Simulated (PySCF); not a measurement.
# How methods differ on the excitation energy of Sc

Sc [Ar] 3d1 4s2 (2D) → Sc [Ar] 3d2 4s1 (4F), as a difference of total energies. All numbers are calculated (PySCF 2.14, no relativity, point nucleus, in def2-TZVPPD (6s6p4d2f1g, 67 functions)). Correlated levels: valence and next inner shell: [Ne] frozen. The calculations carry no spin-orbit coupling.

| method | excitation energy (cm⁻¹) | difference from reference (cm⁻¹) |
| --- | --- | --- |
| UHF | 8057.9 | -3451 |
| MP2 (valence and next inner shell) | 11288 | -221 |
| SCS-MP2 (valence and next inner shell) | 13636 | +2127 |
| CCSD (valence and next inner shell) | 12204 | +695 |
| CCSD(T) (valence and next inner shell) | 12663 | +1154 |

Reference: 11509 cm⁻¹ (measured; NIST levels, between the centres of gravity of the two terms).

These non-relativistic numbers lack the scalar-relativistic shift.

Errors of the correlated levels include the incompleteness of this basis and the frozen core.
